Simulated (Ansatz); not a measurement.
C2H8GeSi (`C[SiH]1[CH2][GeH2]1`) at its PBE0-D4/def2-TZVP geometry, where that method's forces vanish. Charge 0, multiplicity 1.

```xyz
12

C     0.2784    1.9590    0.0781
Si    0.7435    0.1632   -0.1175
C    -0.4807   -0.9944   -0.9375
Ge   -0.3328   -1.5315    1.0017
H    -0.7664    2.0503    0.3814
H     0.4104    2.4920   -0.8673
H     0.8983    2.4418    0.8361
H     2.1635   -0.0452   -0.4987
H    -1.4491   -0.5925   -1.2274
H    -0.1127   -1.7168   -1.6614
H    -1.6279   -1.3082    1.7882
H     0.2756   -2.9179    1.2243
```

(1) What forces (eV/Å) does PBE-D4/def2-TZVPP give on these atoms in Ansatz? (Best estimate.)

Answers

(1) Computed: 
```
C1   0.010 -0.023  0.003
Si2  0.099  0.068  0.022
C3  -0.022 -0.006 -0.091
Ge4  0.027 -0.044  0.198
H5  -0.198  0.024  0.058
H6   0.023  0.108 -0.179
H7   0.113  0.101  0.145
H8   0.158 -0.027 -0.042
H9  -0.186  0.069 -0.058
H10  0.061 -0.139 -0.142
H11 -0.141  0.020  0.072
H12  0.057 -0.150  0.014
```
